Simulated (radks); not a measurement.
Coulomb parameter of the 3d shell of the manganese ion Mn3+ in the model configuration [Ar] 3d3 4s1, as a second difference U = [E(n + 1) + E(n - 1) - 2 E(n)] / (1)^2 with all orbitals relaxed. "Bare": the charge of the atom changes with n. "Screened": the 4s shell takes up the change at fixed total charge, which measures U(3d,3d) + U(4s,4s) - 2 U(3d,4s). Calculated with a radial shooting solver on a logarithmic mesh with Libxc functionals: Dirac Kohn-Sham, LDA (Slater exchange, Perdew-Wang correlation), spin-unpolarised, spherical densities, finite nucleus; open shells are shared between the two j in proportion to 2j + 1; Fermi nuclear charge, rms radius 3.7057 fm.

| case | configuration | E - E(n) (eV) |
|---|---|---|
| start | [Ar] 3d3 4s1 | 0.000 |
| bare +1 | [Ar] 3d4 4s1 | -39.396 |
| bare -1 | [Ar] 3d2 4s1 | 58.818 |
| screened +1 | [Ar] 3d4 | -13.312 |
| screened -1 | [Ar] 3d2 4s2 | 18.128 |

U(bare) = 19.422 eV, U(screened by 4s) = 4.815 eV.
